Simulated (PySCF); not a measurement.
Gas-phase reaction: HI + C3H8 → CH3I + 2 CH3

Computed with PySCF (xtb for GFN2) and rigid-rotor harmonic-oscillator thermochemistry at 1 bar. † marks an energy on the PBE0/def2-TZVP geometry and frequencies; other levels use their own. MP2 and CCSD(T) freeze the core. Open shells (unrestricted): CH3 (multiplicity 2); the rest are closed-shell singlets. GFN2 has no spin-polarisation term. B3LYP is the form with VWN-RPA correlation. I: scalar-relativistic def2 core potential, no spin-orbit coupling. MP2 isn't extrapolated to the basis-set limit; its ΔH°(298 K) is 412.4 kJ in def2-SVP and 394.0 kJ in def2-TZVPP. CCSD(T) isn't extrapolated to the basis-set limit; its ΔH°(298 K) is 401.8 kJ in def2-SVP and 380.9 kJ in def2-TZVPP. The harmonic model lacks anharmonicity and excited electronic states, which grow with temperature; levels with a mode under 35 cm⁻¹ are left out. Internal rotation in C3H8 is treated as a harmonic vibration of one conformer, which makes the entropy rough.

```csv
level,"ΔE electronic, kJ","ΔH°(298 K), kJ","ΔS°(298 K), J/K","ΔG°(800 K), kJ"
B3LYP/def2-TZVP†,384,360,168,222
BLYP/def2-TZVP†,375,351,168,213
CCSD(T)/def2-SVP†,426,402,168,264
GFN2-xTB,595,568,168,430
MP2/def2-SVP†,437,412,168,274
PBE/def2-SVP,435,411,170,271
PBE/def2-TZVP†,407,383,168,244
r2SCAN/def2-TZVP†,376,352,168,213
LDA/def2-TZVP†,500,476,168,337
ωB97X-V/def2-TZVP†,420,396,168,258
```
ΔH° is lowest at BLYP/def2-TZVP† and highest at GFN2-xTB. No reference value is set beside these.
